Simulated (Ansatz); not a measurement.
Program: Ansatz. Geometries: PBE0-D4/def2-TZVP. ΔE: electronic, gas phase. CCSD(T)/CBS is the MP2 limit (def2-TZVPP, def2-QZVPP) plus CCSD(T) − MP2 in def2-TZVPP, frozen cores. DFT in def2-TZVPP. One conformer a species, not always the lowest.

Reaction (cleavage of the Si–Si bond): `F[SiH]([SiH3])O[SiH3]` + `O[SiH2]S` → `[SiH3]O[SiH2]S` + `F[SiH2]O[SiH3]`

`F[SiH]([SiH3])O[SiH3]`:

Z-matrix (Å, degrees):
```
Si
Si 1 2.346
O 1 1.623 2 111.3
F 1 1.601 2 108.0 3 -119.2
H 1 1.482 2 114.4 3 122.2
H 2 1.488 1 109.4 3 -59.1
H 2 1.487 1 110.0 3 -178.8
H 2 1.487 1 110.3 3 60.7
Si 3 1.640 1 148.0 2 -40.3
H 9 1.487 3 109.7 1 29.9
H 9 1.483 3 109.7 1 -90.5
H 9 1.482 3 108.2 1 149.5
```

`O[SiH2]S`:

Z-matrix (Å, degrees):
```
Si
S 1 2.133
O 1 1.642 2 113.5
H 1 1.478 2 111.7 3 117.8
H 1 1.484 2 102.9 3 -122.0
H 2 1.344 1 94.6 3 -65.2
H 3 0.959 1 117.2 2 -51.2
```

`[SiH3]O[SiH2]S`:

Z-matrix (Å, degrees):
```
Si
O 1 1.643
H 1 1.482 2 107.4
H 1 1.485 2 110.2 3 -119.4
H 1 1.485 2 110.5 3 119.7
Si 2 1.631 1 140.8 3 -169.8
S 6 2.132 2 112.7 1 -29.6
H 6 1.481 2 110.5 1 86.5
H 6 1.479 2 107.1 1 -151.4
H 7 1.344 6 94.5 2 -71.4
```

`F[SiH2]O[SiH3]`:

Cartesian coordinates in Å:
```
F 1.768 -1.552 -0.678
Si 0.885 -1.149 0.586
O -0.385 -0.274 0.103
Si -0.968 1.121 -0.536
H 0.392 -2.395 1.206
H 1.751 -0.353 1.485
H -2.328 1.344 0.011
H -1.031 1.002 -2.013
H -0.084 2.256 -0.164
```

CCSD(T)/CBS gives -1.19 eV.

(1) Another level gave -1.29 eV. Which?
A. r2SCANh-D4/def2-TZVPP
B. BHLYP-D4/def2-TZVPP
C. CCSD/def2-TZVPP
D. ωB97M-V/def2-TZVPP

(2) What do rigid-rotor, harmonic-oscillator terms from PBE0-D4/def2-TZVP frequencies (298.15 K, 1 bar) make of the CCSD(T)/CBS value? (An estimate is asked.)

Largest T1 diagnostic among the species: 0.013.

Results:

(1) B. BHLYP-D4 -1.29, r2SCANh-D4 -1.11, CCSD/def2-TZVPP -1.23, ωB97M-V -1.19 eV.

(2) Ansatz gave: ΔZPE = -0.01 eV, ΔH = -1.21 eV, ΔS = 7 J/(mol·K), ΔG = -1.23 eV. Modes under 50 cm⁻¹ make the entropy rough.

From BLYP to BHLYP (50 % exact exchange), in def2-TZVPP and without D4, ΔE moves by −0.22 eV. Leaving LDA and LC-ωPBE aside and taking each functional with its dispersion term where it has one, the values, not all of them listed here, spread over 0.43 eV, from BHLYP-D4 to PBE-D4. In def2-TZVPP, CCSD(T) changes the Hartree–Fock value by +0.28 eV (the triples alone add +0.04 eV) and MP2 by +0.19 eV.
